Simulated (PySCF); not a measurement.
Species: C3H10GeOSi.
Bonds: Si1–O2, O2–Ge3, Ge3–C4, C4–C5, C5–C6, Ge3–C6. Hydrogens: H7, H8, H9 on Si1; H10 on Ge3; H11, H12 on C4; H13, H14 on C5; H15, H16 on C6.

Vertical excitations from PySCF (density fitting, frozen core in the response, grid level 2 and gas phase unless stated; continuum runs use non-equilibrium linear response for the excitations) on a GFN2-xTB geometry. Reference run:

| settings | S1, eV (f) | S2, eV (f) | S3, eV (f) | S4, eV (f) | S5, eV (f) | S6, eV (f) | T1, eV (Tamm–Dancoff) | mean α (au) |
| --- | --- | --- | --- | --- | --- | --- | --- | --- |
| PBE0/def2-SVPD, full TDDFT, 6 singlets | 6.45 (0.000) | 6.75 (0.003) | 6.88 (0.012) | 7.09 (0.088) | 7.14 (0.001) | 7.23 (0.019) | 6.20 | 92.1 |

Q: What do these settings give: (1) BHandHLYP/def2-SVPD, damping 0.3 at the start, DIIS from the seventh cycle, TDA, 1 singlet; (2) CAM-B3LYP/def2-SVPD, start guess vsap, energy threshold 1e-08 Eh, full TDDFT, 25 singlets?

A: 
```
                                                                                  settings    S1, eV (f)    S2, eV (f)    S3, eV (f)    S4, eV (f)    S5, eV (f)    S6, eV (f)  T1, eV (Tamm–Dancoff)  mean α (au)
BHandHLYP/def2-SVPD, damping 0.3 at the start, DIIS from the seventh cycle, TDA, 1 singlet  7.06 (0.000)             –             –             –             –             –                      –         89.0
 CAM-B3LYP/def2-SVPD, start guess vsap, energy threshold 1e-08 Eh, full TDDFT, 25 singlets  6.76 (0.000)  7.06 (0.004)  7.09 (0.015)  7.30 (0.082)  7.36 (0.001)  7.49 (0.036)                   6.46         91.3
```

(1) S1 moves by +0.61 eV; functional and response scheme change together, so the shift can't be laid on one. (2) S1 moves by +0.31 eV (CAM-B3LYP has range-separated exact exchange, PBE0 25 % exact exchange). States are counted by energy in each run and needn't keep their character from row to row.

Q: Give the leading configurations of S1 (H = HOMO, L = LUMO) and the HOMO–LUMO gap of each run.

A: 
```json
{"settings": "PBE0/def2-SVPD, full TDDFT, 6 singlets", "S1 configurations (weight)": "H→L 0.93", "S1 (eV)": "6.45", "orbital gap (eV)": "7.68", "S1 − gap (eV)": "-1.23"}
{"settings": "BHandHLYP/def2-SVPD, damping 0.3 at the start, DIIS from the seventh cycle, TDA, 1 singlet", "S1 configurations (weight)": "H→L 0.56, H→L+1 0.28", "S1 (eV)": "7.06", "orbital gap (eV)": "9.54", "S1 − gap (eV)": "-2.48"}
{"settings": "CAM-B3LYP/def2-SVPD, start guess vsap, energy threshold 1e-08 Eh, full TDDFT, 25 singlets", "S1 configurations (weight)": "H→L 0.62, H→L+1 0.22", "S1 (eV)": "6.76", "orbital gap (eV)": "9.86", "S1 − gap (eV)": "-3.10"}
```

 Relativistic effects, spin–orbit coupling among them, are left out although an element past zinc is present.

Conformer computed: `[SiH3:1][O:2][GeH:3]1[CH2:4][CH2:5][CH2:6]1`: Si1–O2–Ge3–C4 43°.

One conformer stands for the species.
